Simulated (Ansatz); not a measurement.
```yaml
crystal:
  periodic: [false, false, false]
  atoms:
    - {symbol: N, position_ang: [-0.115343, 1.262087, 0.002810]}
    - {symbol: B, position_ang: [-0.239010, -0.111357, -0.247669]}
    - {symbol: N, position_ang: [0.529987, -1.113496, 0.359575]}
    - {symbol: Br, position_ang: [-1.589434, -0.673124, -1.545588]}
    - {symbol: H, position_ang: [-0.691151, 1.940967, -0.458810]}
    - {symbol: H, position_ang: [0.547132, 1.649307, 0.650993]}
    - {symbol: H, position_ang: [0.402690, -2.084843, 0.145551]}
    - {symbol: H, position_ang: [1.247328, -0.926742, 1.037436]}
basis:
  gaussian: {orbitals: aug-cc-pVDZ}
hamiltonian: {xc: {name: B97M-V}}
output: {forces: true}
```

```sh
$ ansatz run in.yaml --threads 2 --pin off --events-out ev --progress --plain --max-ram 32768MiB --backend cpu
```

Shortened log:

```
Functional definition: B97M-V
1368 factors; their error is unknown
mean field evaluation 1: about -73743.8677 eV, gradient 8.4e1 eV
mean field evaluation 2: about -73676.3458 eV, gradient 1.5e2 eV
mean field evaluation 4: about -73758.0585 eV, gradient 1.4e1 eV
mean field evaluation 8: about -73758.5229 eV, gradient 1.6e-1 eV
mean field evaluation 16: about -73758.4745 eV, gradient 6.9e-5 eV
mean field -73758.47447308 eV, -2710.5739415962 hartree, gradient 2.2e-5 eV, S^2 0.000000; 0 other end points of the search recorded, 0 dependent functions left out
reference -73758.47455810 eV, -2710.5739447205 hartree; 29, 29 occupied and 112, 112 virtual orbitals, 1368 factors
Total energy: -73758.47455810 eV, -2710.5739447205 hartree
Atom 0 at    -0.115343     1.262087     0.002810 Å, force    -0.021211     0.078047    -0.011396 eV/Å
Atom 1 at    -0.239010    -0.111357    -0.247669 Å, force    -0.049799    -0.020865    -0.048626 eV/Å
Atom 2 at     0.529987    -1.113496     0.359575 Å, force     0.021212    -0.077933     0.011859 eV/Å
Atom 3 at    -1.589434    -0.673124    -1.545588 Å, force    -0.009681    -0.003991    -0.009083 eV/Å
Atom 4 at    -0.691151     1.940967    -0.458810 Å, force     0.039229     0.001264     0.036212 eV/Å
Atom 5 at     0.547132     1.649307     0.650993 Å, force    -0.012611     0.022686    -0.009404 eV/Å
Atom 6 at     0.402690    -2.084843     0.145551 Å, force     0.031888     0.028318     0.032139 eV/Å
Atom 7 at     1.247328    -0.926742     1.037436 Å, force     0.000972    -0.027526    -0.001701 eV/Å
Dipole moment:     0.435575     0.181197     0.418643 e Å
```

Hardware: 2 threads of a server CPU on a shared host. Wall time 11 s, peak host memory 0.28 GiB.
